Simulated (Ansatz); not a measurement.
Calculated with Ansatz (gas phase, PBE0-D4/def2-TZVP geometries, no zero-point term in ΔE). CBS: MP2 limit from def2 TZ/QZ plus the TZ coupled-cluster correction, frozen cores. This one scheme is used for every species. Functionals use def2-TZVPP. B3LYP here is the variant with VWN-RPA as its local correlation; programs differ in this. For Ge outer-core shells are correlated without core-valence functions, which leaves a few kJ/mol of doubt a bond. Scalar relativity is left out up to krypton.

`[CH3][AlH][GeH3]` + acetylene → `C#[C][AlH][GeH3]` + CH₄  (formal exchange of groups at the Al–C bond)

| level | ΔE (kJ/mol) |
| --- | --- |
| LDA (SPW92) | -62.3 |
| BLYP-D4 | -73.3 |
| r2SCAN-D4 | -74.0 |
| r2SCANh-D4 | -73.5 |
| r2SCAN0-D4 | -72.8 |
| ωB97X-V | -70.0 |
| B3LYP | -73.0 |
| RPA@PBE/def2-TZVPP | -75.1 |

Problem. What does CCSD(T)/CBS give? (An estimate is asked.)

Solution. The calculation gave: -71.3 kJ/mol. The listed levels differ from it by 9.0, -2.0, -2.7, -2.2, -1.5, 1.3, -1.7, -3.8 kJ/mol.

Largest T1 diagnostic among the species: 0.013.

Leaving LDA and LC-ωPBE aside and taking each functional with its dispersion term where it has one, the values, not all of them listed here, spread over 9.4 kJ/mol, from B97M-V to ωB97M-V. LDA lies +6.5 kJ/mol from PBE without D4. At CCSD(T), def2-SVP lies −4.6 kJ/mol from the extrapolated value and def2-TZVPP −2.2 kJ/mol.
